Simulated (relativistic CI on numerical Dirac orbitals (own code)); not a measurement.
## Spin-allowed bands of a d7 ion in an octahedral site, by hand

Problem. Take Δ = 12150 cm⁻¹ and B = 810 cm⁻¹ for a high-spin d7 ion in an octahedral site. Calculate the three spin-allowed bands.

Working.
1. The terms of highest spin are 4F (energy 0) and 4P (15B = 12150 cm⁻¹). Here the F term splits into A2 at +1.2Δ = 14580, T2 at +0.2Δ = 2430 and T1 at −0.6Δ = -7290 cm⁻¹.
2. The two T1 states mix through the element 0.4Δ: H = [[-7290, 4860], [4860, 12150]], with roots ½(H₁₁ + H₂₂) ∓ ½√[(H₂₂ − H₁₁)² + 4H₁₂²] = ½(4860) ∓ ½(21735) = -8437 and 13297 cm⁻¹.
3. The ground term is 4T1 at -8437 cm⁻¹.
4. Bands: 4T2 10867 cm⁻¹ (920 nm), 4T1(P) 21735 cm⁻¹ (460 nm), 4A2 23017 cm⁻¹ (434 nm).

Check. Exact diagonalisation of the whole d7 shell with these parameters gives 4T2 10867, 4T1 21735, 4A2 23017 cm⁻¹. The match is exact, since without spin-orbit coupling no other term has this spin. The ratio of the second band to the first, 2.000, depends on Δ/B = 15.0 alone, which is how a Tanabe-Sugano diagram is read.
